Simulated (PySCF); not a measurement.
A species of formula C5H15NSSi2 has this rotational fingerprint, computed with PBE0/pcSseg-1 in PySCF (dipole) on a GFN2-xTB geometry, gas phase:

```
Rotational constants : A = 1052, B = 837.5, C = 517.7 MHz
Dipole components    : |μa| = 1.06 D, |μb| = 0.38 D, |μc| = 0.61 D
Inertial defect      : -107.45 u·Å²
κ                    : 0.20
```

Task: Which structure is it? (One computed conformer of each.)
A. `[CH3:1][CH2:2][Si@@H:3]1[CH2:4][CH2:5][NH:6][Si@@H:7]1[S:8][CH3:9]` with C1–C2–Si3–C4 179°, N6–Si7–S8–C9 171°, C2–Si3–C4–C5 -147°, Si3–C4–C5–N6 45°, C4–C5–N6–Si7 -51°, C5–N6–Si7–S8 154°
B. `[CH2:1]=[C:2]([CH3:3])[Si@@H:4]([CH2:5][CH3:6])[S:7][SiH2:8][NH2:9]` with C1–C2–Si4–C5 -75°, C2–Si4–C5–C6 -56°, C2–Si4–S7–Si8 56°, Si4–S7–Si8–N9 -179°, S7–Si8–N9–H 67° and -67°
C. `[CH2:1]=[CH:2][N:3]([SiH2:4][S:5][SiH3:6])[CH:7]([CH3:8])[CH3:9]` with C1–C2–N3–Si4 0°, C2–N3–Si4–S5 -179°, N3–Si4–S5–Si6 178°, C2–N3–C7–C8 60°
D. `[CH3:1][CH2:2][Si@@H:3]([S:4][SiH2:5][NH2:6])[CH:7]1[CH2:8][CH2:9]1` with C1–C2–Si3–S4 -54°, C2–Si3–S4–Si5 167°, Si3–S4–Si5–N6 47°, S4–Si5–N6–H 179° and 40°, C2–Si3–C7–C8 11°
E. `[NH2:1][SiH2:2][SiH2:3][S:4][CH:5]1[CH2:6][CH2:7][CH2:8][CH2:9]1` with H–N1–Si2–Si3 -171° and 51°, N1–Si2–Si3–S4 175°, Si2–Si3–S4–C5 157°, Si3–S4–C5–C6 -67°, S4–C5–C6–C7 131°, C5–C6–C7–C8 22°, C6–C7–C8–C9 -39°, C7–C8–C9–C5 41°
F. `[CH2:1]=[C:2]([S:3][CH3:4])[Si@H:5]([CH3:6])[CH2:7][SiH2:8][NH2:9]` with C1–C2–S3–C4 5°, C1–C2–Si5–C6 127°, C2–Si5–C7–Si8 174°, Si5–C7–Si8–N9 45°, C7–Si8–N9–H 42° and 180°

Result: A. It is CC[Si@@H]1CCN[Si@@H]1SC, an asymmetric top, point group C1. The candidates at the same level (rigid rotor, commonest isotopes):

```json
{"SMILES": "C=C(C)[Si@@H](CC)S[SiH2]N", "A (MHz)": "1500", "B (MHz)": "557.8", "C (MHz)": "458.6", "μa (D)": "0.34", "μb (D)": "0.58", "μc (D)": "0.19", "Δ (u·Å²)": "-140.94", "point group": "C1", "rotor": "asymmetric top"}
{"SMILES": "N[SiH2][SiH2]SC1CCCC1", "A (MHz)": "2196", "B (MHz)": "429.7", "C (MHz)": "404.8", "μa (D)": "0.00", "μb (D)": "2.23", "μc (D)": "0.64", "Δ (u·Å²)": "-157.67", "point group": "C1", "rotor": "near-prolate asymmetric top"}
{"SMILES": "CC[Si@@H](S[SiH2]N)C1CC1", "A (MHz)": "1304", "B (MHz)": "699.5", "C (MHz)": "556.5", "μa (D)": "0.58", "μb (D)": "1.79", "μc (D)": "1.04", "Δ (u·Å²)": "-202.02", "point group": "C1", "rotor": "asymmetric top"}
{"SMILES": "CC[Si@@H]1CCN[Si@@H]1SC", "A (MHz)": "1052", "B (MHz)": "837.5", "C (MHz)": "517.7", "μa (D)": "1.06", "μb (D)": "0.38", "μc (D)": "0.61", "Δ (u·Å²)": "-107.45", "point group": "C1", "rotor": "asymmetric top"}
{"SMILES": "C=C(SC)[Si@H](C)C[SiH2]N", "A (MHz)": "2395", "B (MHz)": "407.6", "C (MHz)": "377.4", "μa (D)": "0.10", "μb (D)": "1.19", "μc (D)": "0.56", "Δ (u·Å²)": "-112.00", "point group": "C1", "rotor": "near-prolate asymmetric top"}
{"SMILES": "C=CN([SiH2]S[SiH3])C(C)C", "A (MHz)": "1589", "B (MHz)": "541.9", "C (MHz)": "447.2", "μa (D)": "0.06", "μb (D)": "0.19", "μc (D)": "0.03", "Δ (u·Å²)": "-120.60", "point group": "near Cs", "rotor": "asymmetric top"}
```

`CC[Si@@H](S[SiH2]N)C1CC1` has A 24 % too high; `N[SiH2][SiH2]SC1CCCC1` has A 109 % too high; `C=C(SC)[Si@H](C)C[SiH2]N` has A 128 % too high; `C=C(C)[Si@@H](CC)S[SiH2]N` has A 43 % too high; `C=CN([SiH2]S[SiH3])C(C)C` has A 51 % too high. No structure here is proved a minimum.
